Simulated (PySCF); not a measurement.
Ligand exchange on a metal centre used in film growth or etching (Zn H-SH). All species are isolated molecules in the gas phase. One relaxed conformer stands for each flexible species; it need not be the lowest.

Method: PBE-D3(BJ)/def2-TZVP // PBE-D3(BJ)/def2-SVP run with PySCF. All candidates: neutral, multiplicity 1. 

| Item | Value |
|---|---|
| HOMO–LUMO gap | 4.60 eV |
| LUMO | -1.50 eV |
| HOMO | -6.10 eV |

Question: Identify which member has these values.
(A) [Zn(H)2]
(B) [Zn(H)(SH)]
(C) [Zn(SH)2]

Answer: B, [Zn(H)(SH)]. The others give [Zn(H)2]: 5.45 eV, -1.40 eV, -6.85 eV; [Zn(SH)2]: 4.42 eV, -1.90 eV, -6.32 eV
